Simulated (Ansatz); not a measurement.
Gas-phase reaction R1 → P1 + P2, each structure at its B3LYP-D3(BJ)/def2-TZVP stationary point, reached from a drawn start (curvature not checked).
R1: C2H4 (SMILES C=C), charge 0, multiplicity 1.
P1, C2H3 (SMILES [CH]=C) (charge 0, multiplicity 2):
```xyz
5

C     -0.46807     0.07072     0.01300
C      0.81685     0.27720     0.00648
H     -0.89075    -0.93412    -0.05370
H     -1.18638     0.88280     0.08533
H      1.72836    -0.29659    -0.05121
```
P2: H atom, charge 0, multiplicity 2.

P less R. No zero-point or thermal terms; singlets are restricted closed shells; open shells are unrestricted.

Frozen-core correlation throughout. CBS(a, b) extrapolates the correlation energy as X⁻³ and adds the Hartree–Fock energy of set b.

Codes used: Ansatz (Gaussian basis) for Hartree–Fock, density functionals and correlated methods. All values are computed, each at the level named.

```csv
level,reaction energy (kcal/mol)
HF/cc-pVDZ,89.90
BLYP/def2-TZVPP,114.02
r2SCAN/def2-TZVPP,112.41
B3LYP/def2-TZVPP,115.96
wB97X-V/def2-TZVPP,117.54
MP2/cc-pVQZ,123.07
CCSD(T)/cc-pVTZ,___
CCSD(T)/cc-pVQZ,___
"CCSD(T)/CBS(cc-pVTZ, cc-pVQZ)",___
```

Problem. What belongs in the gaps?

Solution. 
- CCSD(T)/cc-pVTZ, reaction energy (kcal/mol): 117.23
- CCSD(T)/cc-pVQZ, reaction energy (kcal/mol): 117.95
- CCSD(T)/CBS(cc-pVTZ, cc-pVQZ), reaction energy (kcal/mol): 118.43

Doubts at one or more of the structures used: a spin-contaminated determinant (HF/cc-pVDZ, MP2/cc-pVQZ, CCSD(T)/cc-pVTZ, CCSD(T)/cc-pVQZ, CCSD(T)/CBS(cc-pVTZ, cc-pVQZ)).

Ansatz is a first-principles code.
